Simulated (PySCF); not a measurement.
C2H11ClO2Si3, SMILES C[Si](C)(O[SiH3])O[SiH2]Cl. Atoms are numbered in the order given.

```xyz
19

Si    -1.6079    -1.3493     1.4438
O     -1.3910     0.0971     0.6635
Si    -0.7889     0.9065    -0.6520
C     -1.6026     2.5694    -0.7491
C     -0.9685    -0.1326    -2.1841
O      0.8474     1.1657    -0.3820
Si     2.0811     0.4058     0.3839
Cl     1.8912    -1.6490     0.1183
H     -1.5467    -2.4884     0.4793
H     -2.9509    -1.3328     2.0932
H     -0.5614    -1.5250     2.4919
H     -2.6822     2.4668    -0.9377
H     -1.1655     3.1733    -1.5588
H     -1.4701     3.1142     0.1977
H     -0.4227    -1.0812    -2.0642
H     -2.0249    -0.3641    -2.3901
H     -0.5540     0.3892    -3.0605
H      2.0532     0.6528     1.8486
H      3.3684     0.8210    -0.2250
```
Charge 0, spin multiplicity 1.

Geometry optimised at PBE0-D3(BJ)/def2-SVP. This is a generated structure with no PubChem entry under its InChIKey; it may be hypothetical. The values are those of a single conformer.

Computed with PBE0-D3(BJ)/def2-SVP (PySCF).

Frequencies are harmonic and unscaled.

Computed normal modes with their intensities:
```json
[
 {"mode": "1", "ν (cm⁻¹)": "31", "IR (km/mol)": "0.6", "moving atoms (share of kinetic energy)": "O 26 %, Cl 24 %, Si 23 %, H 15 %, C 12 %"},
 {"mode": "2", "ν (cm⁻¹)": "44", "IR (km/mol)": "3.3", "moving atoms (share of kinetic energy)": "Si 39 %, H 25 %, O 20 %, Cl 9 %"},
 {"mode": "3", "ν (cm⁻¹)": "52", "IR (km/mol)": "0.5", "moving atoms (share of kinetic energy)": "Si 35 %, Cl 20 %, C 17 %, H 16 %, O 12 %"},
 {"mode": "4", "ν (cm⁻¹)": "61", "IR (km/mol)": "0.4", "moving atoms (share of kinetic energy)": "Cl 45 %, O 25 %, C 14 %, Si 8 %"},
 {"mode": "5", "ν (cm⁻¹)": "86", "IR (km/mol)": "1.5", "moving atoms (share of kinetic energy)": "Si 39 %, O 21 %, H 21 %, C 17 %"},
 {"mode": "6", "ν (cm⁻¹)": "127", "IR (km/mol)": "0.0", "moving atoms (share of kinetic energy)": "H 96 %"},
 {"mode": "7", "ν (cm⁻¹)": "138", "IR (km/mol)": "0.0", "moving atoms (share of kinetic energy)": "H 98 %"},
 {"mode": "8", "ν (cm⁻¹)": "162", "IR (km/mol)": "1.4", "moving atoms (share of kinetic energy)": "H 36 %, C 28 %, Cl 17 %, Si 14 %"},
 {"mode": "9", "ν (cm⁻¹)": "166", "IR (km/mol)": "0.6", "moving atoms (share of kinetic energy)": "H 86 %"},
 {"mode": "10", "ν (cm⁻¹)": "190", "IR (km/mol)": "0.1", "moving atoms (share of kinetic energy)": "C 47 %, H 36 %, O 10 %"},
 {"mode": "11", "ν (cm⁻¹)": "224", "IR (km/mol)": "8.5", "moving atoms (share of kinetic energy)": "Si 29 %, H 29 %, C 24 %, O 16 %"},
 {"mode": "12", "ν (cm⁻¹)": "255", "IR (km/mol)": "6.5", "moving atoms (share of kinetic energy)": "O 45 %, Si 18 %, H 16 %, C 13 %, Cl 8 %"},
 {"mode": "13", "ν (cm⁻¹)": "314", "IR (km/mol)": "21.9", "moving atoms (share of kinetic energy)": "O 51 %, Si 21 %, H 16 %, C 12 %"},
 {"mode": "14", "ν (cm⁻¹)": "367", "IR (km/mol)": "21.5", "moving atoms (share of kinetic energy)": "O 52 %, Si 23 %, H 12 %, C 9 %"},
 {"mode": "15", "ν (cm⁻¹)": "516", "IR (km/mol)": "12.3", "moving atoms (share of kinetic energy)": "Si 44 %, Cl 23 %, O 13 %, C 12 %, H 8 %"},
 {"mode": "16", "ν (cm⁻¹)": "545", "IR (km/mol)": "42.9", "moving atoms (share of kinetic energy)": "Si 44 %, Cl 19 %, C 14 %, H 13 %, O 11 %"},
 {"mode": "17", "ν (cm⁻¹)": "623", "IR (km/mol)": "12.1", "moving atoms (share of kinetic energy)": "H 45 %, Si 41 %, O 9 %"},
 {"mode": "18", "ν (cm⁻¹)": "646", "IR (km/mol)": "48.4", "moving atoms (share of kinetic energy)": "H 64 %, Si 21 %, O 11 %"},
 {"mode": "19", "ν (cm⁻¹)": "692", "IR (km/mol)": "2.9", "moving atoms (share of kinetic energy)": "H 59 %, C 32 %, Si 8 %"},
 {"mode": "20", "ν (cm⁻¹)": "706", "IR (km/mol)": "9.4", "moving atoms (share of kinetic energy)": "H 41 %, C 33 %, Si 24 %"},
 {"mode": "21", "ν (cm⁻¹)": "729", "IR (km/mol)": "38.9", "moving atoms (share of kinetic energy)": "H 81 %, Si 8 %"},
 {"mode": "22", "ν (cm⁻¹)": "732", "IR (km/mol)": "46.9", "moving atoms (share of kinetic energy)": "H 81 %, Si 9 %"},
 {"mode": "23", "ν (cm⁻¹)": "737", "IR (km/mol)": "20.2", "moving atoms (share of kinetic energy)": "H 86 %, O 8 %"},
 {"mode": "24", "ν (cm⁻¹)": "749", "IR (km/mol)": "9.6", "moving atoms (share of kinetic energy)": "H 75 %, C 18 %"},
 {"mode": "25", "ν (cm⁻¹)": "820", "IR (km/mol)": "119.4", "moving atoms (share of kinetic energy)": "Si 42 %, H 33 %, C 23 %"},
 {"mode": "26", "ν (cm⁻¹)": "839", "IR (km/mol)": "212.6", "moving atoms (share of kinetic energy)": "H 61 %, Si 20 %, C 17 %"},
 {"mode": "27", "ν (cm⁻¹)": "856", "IR (km/mol)": "162.2", "moving atoms (share of kinetic energy)": "H 60 %, C 22 %, Si 18 %"},
 {"mode": "28", "ν (cm⁻¹)": "915", "IR (km/mol)": "162.3", "moving atoms (share of kinetic energy)": "H 74 %, Si 18 %"},
 {"mode": "29", "ν (cm⁻¹)": "945", "IR (km/mol)": "111.3", "moving atoms (share of kinetic energy)": "H 95 %"},
 {"mode": "30", "ν (cm⁻¹)": "957", "IR (km/mol)": "68.0", "moving atoms (share of kinetic energy)": "H 96 %"},
 {"mode": "31", "ν (cm⁻¹)": "968", "IR (km/mol)": "205.9", "moving atoms (share of kinetic energy)": "H 88 %, Si 9 %"},
 {"mode": "32", "ν (cm⁻¹)": "989", "IR (km/mol)": "358.7", "moving atoms (share of kinetic energy)": "H 81 %, Si 14 %"},
 {"mode": "33", "ν (cm⁻¹)": "1070", "IR (km/mol)": "419.6", "moving atoms (share of kinetic energy)": "O 70 %, Si 18 %, H 11 %"},
 {"mode": "34", "ν (cm⁻¹)": "1108", "IR (km/mol)": "492.5", "moving atoms (share of kinetic energy)": "O 76 %, Si 18 %"},
 {"mode": "35", "ν (cm⁻¹)": "1271", "IR (km/mol)": "64.3", "moving atoms (share of kinetic energy)": "H 75 %, C 25 %"},
 {"mode": "36", "ν (cm⁻¹)": "1273", "IR (km/mol)": "57.4", "moving atoms (share of kinetic energy)": "H 77 %, C 22 %"},
 {"mode": "37", "ν (cm⁻¹)": "1421", "IR (km/mol)": "0.8", "moving atoms (share of kinetic energy)": "H 96 %"},
 {"mode": "38", "ν (cm⁻¹)": "1422", "IR (km/mol)": "1.3", "moving atoms (share of kinetic energy)": "H 96 %"},
 {"mode": "39", "ν (cm⁻¹)": "1429", "IR (km/mol)": "2.9", "moving atoms (share of kinetic energy)": "H 96 %"},
 {"mode": "40", "ν (cm⁻¹)": "1435", "IR (km/mol)": "9.7", "moving atoms (share of kinetic energy)": "H 96 %"},
 {"mode": "41", "ν (cm⁻¹)": "2235", "IR (km/mol)": "93.5", "moving atoms (share of kinetic energy)": "H 97 %"},
 {"mode": "42", "ν (cm⁻¹)": "2245", "IR (km/mol)": "159.0", "moving atoms (share of kinetic energy)": "H 96 %"},
 {"mode": "43", "ν (cm⁻¹)": "2248", "IR (km/mol)": "90.0", "moving atoms (share of kinetic energy)": "H 97 %"},
 {"mode": "44", "ν (cm⁻¹)": "2274", "IR (km/mol)": "104.4", "moving atoms (share of kinetic energy)": "H 97 %"},
 {"mode": "45", "ν (cm⁻¹)": "2289", "IR (km/mol)": "119.2", "moving atoms (share of kinetic energy)": "H 96 %"},
 {"mode": "46", "ν (cm⁻¹)": "3059", "IR (km/mol)": "0.6", "moving atoms (share of kinetic energy)": "H 97 %"},
 {"mode": "47", "ν (cm⁻¹)": "3064", "IR (km/mol)": "0.5", "moving atoms (share of kinetic energy)": "H 97 %"},
 {"mode": "48", "ν (cm⁻¹)": "3166", "IR (km/mol)": "1.6", "moving atoms (share of kinetic energy)": "H 91 %, C 9 %"},
 {"mode": "49", "ν (cm⁻¹)": "3168", "IR (km/mol)": "1.1", "moving atoms (share of kinetic energy)": "H 91 %, C 9 %"},
 {"mode": "50", "ν (cm⁻¹)": "3171", "IR (km/mol)": "3.4", "moving atoms (share of kinetic energy)": "H 91 %, C 9 %"},
 {"mode": "51", "ν (cm⁻¹)": "3174", "IR (km/mol)": "1.6", "moving atoms (share of kinetic energy)": "H 91 %, C 9 %"}
]
```
